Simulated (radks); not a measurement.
Results of a calculation; reference values are marked as such.
The potassium ion K4+, 15 electrons, occupied as [Ne] 3s2 3p3.

Level of theory: scalar-relativistic Kohn-Sham, PBE, spin-unpolarised, spherical densities, finite nucleus; Fermi nuclear charge, rms radius 3.4349 fm (a radial shooting solver on a logarithmic mesh with Libxc functionals).

Energy parts (eV):
| part | energy |
|---|---|
| total | -16237.425 |
| kinetic | 16338.498 |
| electron-nucleus | -37738.966 |
| Hartree | 6021.292 |
| exchange-correlation | -858.248 |

Orbitals (lengths in bohr, moments of r in powers of bohr; r(max) is where P^2 peaks):
| orbital | occ. | eigenvalue (eV) | <r^4> | <r^2> | r(max) |
|---|---|---|---|---|---|
| 1s | 2 | -3588.432 | 0.0002012 | 0.008835 | 0.05302 |
| 2s | 2 | -416.8803 | 0.05580 | 0.1771 | 0.3177 |
| 2p | 6 | -343.9186 | 0.04768 | 0.1511 | 0.2621 |
| 3s | 2 | -89.5281 | 3.789 | 1.564 | 1.037 |
| 3p | 3 | -71.4480 | 5.166 | 1.786 | 1.080 |
| 3d | 0 | -45.0822 | 9.765 | 2.302 | 1.114 |
| 4s | 0 | -32.7573 | 93.15 | 8.110 | 2.548 |
| 4p | 0 | -27.4873 | 136.2 | 9.747 | 2.784 |

The highest occupied level is 3p at -71.448 eV. Summed over all electrons, <r^2> = 9.764 bohr^2, which gives a Langevin (diamagnetic) susceptibility term of -7.73 x 10^-6 cm^3/mol. The electron density at the nucleus is 5224 e/bohr^3 (large components only). The density falls to 0.001 e/bohr^3 at r = 2.72 bohr. For comparison, the ionisation energy in NIST's Atomic Spectra Database is 82.7 eV (semi-empirical). In exact Kohn-Sham theory the highest level is minus the ionisation energy, but local and semilocal functionals leave it too shallow, through self-interaction and a potential that decays too fast; potentials with the right tail come closer.

Beside tabulated values, note that spin-unpolarised runs miss the spin-polarisation part of the exchange energy of open shells.
